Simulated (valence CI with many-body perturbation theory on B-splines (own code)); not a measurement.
E1 line list for Tb XXXIV

Level of theory: relativistic CI+MBPT: four valence electrons over a frozen Dirac-Fock core [Ar] 3d10, radial functions for each j: 11 s, 11 p, 9 d, 7 f, 5 g, 2 h, 1 i, with the one-electron correlation potential Σ1 (screened to all orders), the two-electron term Σ2, the three-electron term Σ3, Breit, model QED; selected single and double excitations, second order for the rest (own B-spline code, finite nucleus).

No measured spectrum was set against this ion. As an estimate, large intervals hold to a few tenths of a per cent, small ones and those within an open d or f shell to about a per cent.

Lines 151 to 200 of 235 in falling wavelength, among levels below 2663400 cm⁻¹, chosen from the strongest by gf and those to the six lowest levels. Wavelengths and rates use the calculated energies. Electric multipoles are in the length gauge, E1 and E2 with the static RPA response of the core. Weak lines are less certain than strong ones. Lines between different terms over intervals too small for the method are left out, as are lines whose strength nearly cancels. Where a level lies close to another of its J and parity, the split of strength between their lines is uncertain. The highest levels of a list are the least certain.

Levels are named by their leading jj configuration (3d3/2^4 stands for four electrons in 3d with j = 3/2), which in mixed levels can hold well under half, so a name can repeat and another be missing. Letters in brackets count levels of one name in rising energy.

```
λ vac (nm)                           Upper                       Lower   A (s⁻¹)  S (a.u.) with core polarisation  S without
     8.687  (4s 4p1/2 4p3/2 4d5/2) J=1 [c]  (4s 4p1/2 4p3/2^2) J=1 [b]  9.12e+10                         8.85e-02   9.42e-02
     8.685  (4s 4p1/2 4p3/2 4d5/2) J=1 [b]  (4s 4p1/2 4p3/2^2) J=1 [a]  1.20e+11                         1.16e-01   1.24e-01
     8.683  (4s 4p1/2 4p3/2 4d5/2) J=3 [a]  (4s 4p1/2 4p3/2^2) J=2 [a]  3.30e+10                         7.45e-02   7.91e-02
     8.679          (4s^2 4p3/2 4d5/2) J=2          (4s^2 4p3/2^2) J=2  4.38e+11                         7.06e-01   7.52e-01
     8.677  (4s 4p1/2 4p3/2 4d5/2) J=2 [c]  (4s 4p1/2 4p3/2^2) J=1 [a]  2.62e+11                         4.22e-01   4.49e-01
     8.633  (4s 4p1/2 4p3/2 4d5/2) J=3 [c]      (4s 4p1/2 4p3/2^2) J=3  1.07e+10                         2.39e-02   2.55e-02
     8.628          (4s^2 4p1/2 4d5/2) J=2      (4s^2 4p1/2 4p3/2) J=1  2.39e+11                         3.79e-01   4.03e-01
     8.618  (4s 4p1/2 4p3/2 4d5/2) J=2 [d]  (4s 4p1/2 4p3/2^2) J=1 [a]  1.13e+10                         1.79e-02   1.90e-02
     8.595          (4s^2 4p3/2 4d5/2) J=1          (4s^2 4p3/2^2) J=0  4.69e+11                         4.40e-01   4.69e-01
     8.558          (4s^2 4p1/2 4f5/2) J=2      (4s^2 4p1/2 4d3/2) J=1  2.47e+11                         3.83e-01   4.06e-01
     8.557          (4s^2 4p1/2 4f5/2) J=2      (4s^2 4p1/2 4d5/2) J=3  2.06e+10                         3.19e-02   3.40e-02
     8.542  (4s 4p1/2 4p3/2 4d5/2) J=1 [b]      (4s 4p1/2 4p3/2^2) J=0  2.93e+10                         2.71e-02   2.88e-02
     8.531          (4s^2 4p1/2 4f5/2) J=3  (4s 4p1/2 4p3/2^2) J=2 [b]  1.62e+11                         3.47e-01   3.68e-01
     8.473  (4s 4p1/2 4p3/2 4d5/2) J=2 [e]  (4s 4p1/2 4p3/2^2) J=1 [a]  8.14e+10                         1.22e-01   1.30e-01
     8.439          (4s^2 4p3/2 4d5/2) J=3          (4s^2 4p3/2^2) J=2  4.99e+11                         1.04e+00   1.10e+00
     8.395  (4s 4p1/2 4p3/2 4d5/2) J=1 [a]      (4s^2 4p1/2 4d3/2) J=2  1.98e+10                         1.73e-02   1.85e-02
     8.330  (4s 4p1/2 4p3/2 4d5/2) J=3 [b]  (4s 4p1/2 4p3/2^2) J=2 [a]  2.47e+11                         4.94e-01   5.24e-01
     8.299          (4s 4p1/2^2 4d5/2) J=2      (4s 4p1/2^2 4p3/2) J=2  7.22e+09                         1.02e-02   1.09e-02
     8.259  (4s 4p1/2 4p3/2 4d5/2) J=1 [c]      (4s 4p1/2 4p3/2^2) J=0  1.10e+11                         9.15e-02   9.75e-02
     8.250          (4s^2 4p1/2 4f5/2) J=2  (4s 4p1/2 4p3/2^2) J=2 [b]  3.97e+10                         5.50e-02   5.86e-02
     8.237  (4s 4p1/2 4p3/2 4d5/2) J=3 [c]  (4s 4p1/2 4p3/2^2) J=2 [a]  2.67e+10                         5.15e-02   5.50e-02
     8.218  (4s 4p1/2 4p3/2 4d5/2) J=3 [d]      (4s^2 4p1/2 4d3/2) J=2  2.24e+11                         4.29e-01   4.55e-01
     8.158          (4s^2 4p3/2 4d5/2) J=1          (4s^2 4p3/2^2) J=2  2.87e+10                         2.31e-02   2.48e-02
     8.109  (4s 4p1/2 4p3/2 4d5/2) J=2 [c]      (4s^2 4p1/2 4d3/2) J=2  1.49e+10                         1.96e-02   2.09e-02
     7.930  (4s 4p1/2 4p3/2 4d5/2) J=2 [e]      (4s^2 4p1/2 4d3/2) J=2  8.04e+10                         9.89e-02   1.05e-01
     7.719          (4s^2 4p1/2 4f5/2) J=3      (4s^2 4p1/2 4d3/2) J=2  2.38e+11                         3.78e-01   4.01e-01
     7.702  (4s 4p1/2 4p3/2 4d3/2) J=1 [a]      (4s 4p1/2^2 4p3/2) J=2  7.75e+09                         5.24e-03   5.59e-03
     7.680  (4s 4p1/2 4p3/2 4d3/2) J=2 [b]      (4s 4p1/2^2 4p3/2) J=1  2.00e+10                         2.24e-02   2.39e-02
     7.668  (4s 4p1/2 4p3/2 4d3/2) J=2 [a]      (4s 4p1/2^2 4p3/2) J=2  3.66e+10                         4.07e-02   4.34e-02
     7.602  (4s 4p1/2 4p3/2 4d5/2) J=2 [e]  (4s 4p1/2 4p3/2^2) J=2 [a]  1.51e+10                         1.63e-02   1.74e-02
     7.598  (4s 4p1/2 4p3/2 4d3/2) J=3 [a]      (4s 4p1/2^2 4p3/2) J=2  2.13e+10                         3.22e-02   3.43e-02
     7.538  (4s 4p1/2 4p3/2 4d5/2) J=1 [c]  (4s 4p1/2 4p3/2^2) J=2 [a]  3.78e+10                         2.40e-02   2.56e-02
     7.488          (4s^2 4p1/2 4f5/2) J=2      (4s^2 4p1/2 4d3/2) J=2  1.33e+11                         1.38e-01   1.47e-01
     7.448                (4s 4p3/2^3) J=2      (4s^2 4p1/2 4p3/2) J=2  1.82e+10                         1.86e-02   1.98e-02
     7.350  (4s 4p1/2 4p3/2 4d3/2) J=1 [c]      (4s 4p1/2^2 4p3/2) J=1  9.90e+10                         5.82e-02   6.21e-02
     7.295                (4s 4p3/2^3) J=2      (4s^2 4p1/2 4p3/2) J=1  2.65e+09                         2.54e-03   2.72e-03
     7.147  (4s 4p1/2 4p3/2 4d3/2) J=2 [b]      (4s 4p1/2^2 4p3/2) J=2  7.58e+08                         6.83e-04   7.29e-04
     7.122          (4s^2 4p3/2 4d3/2) J=1      (4s^2 4p1/2 4p3/2) J=2  5.88e+10                         3.15e-02   3.36e-02
     7.099      (4s 4p1/2 4p3/2^2) J=1 [a]          (4s^2 4p1/2^2) J=0  2.38e+11                         1.26e-01   1.34e-01
     7.097             (4p1/2 4p3/2^3) J=1      (4s 4p1/2^2 4p3/2) J=2  1.79e+10                         9.47e-03   1.01e-02
     7.066          (4s^2 4p3/2 4d3/2) J=2      (4s^2 4p1/2 4p3/2) J=2  3.65e+11                         3.18e-01   3.39e-01
     7.066  (4s 4p1/2 4p3/2 4d5/2) J=2 [a]      (4s 4p1/2^2 4p3/2) J=2  3.79e+10                         3.30e-02   3.52e-02
     7.056  (4s 4p1/2 4p3/2 4d3/2) J=3 [b]      (4s 4p1/2^2 4p3/2) J=2  4.22e+11                         5.12e-01   5.46e-01
     7.047  (4s 4p1/2 4p3/2 4d3/2) J=1 [d]      (4s 4p1/2^2 4p3/2) J=1  4.78e+11                         2.48e-01   2.64e-01
     6.990  (4s 4p1/2 4p3/2 4d3/2) J=3 [c]      (4s 4p1/2^2 4p3/2) J=2  1.17e+09                         1.38e-03   1.48e-03
     6.982          (4s^2 4p3/2 4d3/2) J=1      (4s^2 4p1/2 4p3/2) J=1  4.40e+11                         2.22e-01   2.37e-01
     6.977  (4s 4p1/2 4p3/2 4d3/2) J=2 [d]      (4s 4p1/2^2 4p3/2) J=1  5.05e+11                         4.23e-01   4.51e-01
     6.975          (4s^2 4p3/2 4d3/2) J=3      (4s^2 4p1/2 4p3/2) J=2  5.99e+11                         7.02e-01   7.49e-01
     6.945  (4s 4p1/2 4p3/2 4d3/2) J=2 [c]      (4s 4p1/2^2 4p3/2) J=2  6.30e+11                         5.21e-01   5.56e-01
     6.929          (4s^2 4p3/2 4d3/2) J=2      (4s^2 4p1/2 4p3/2) J=1  3.01e+11                         2.47e-01   2.64e-01
```
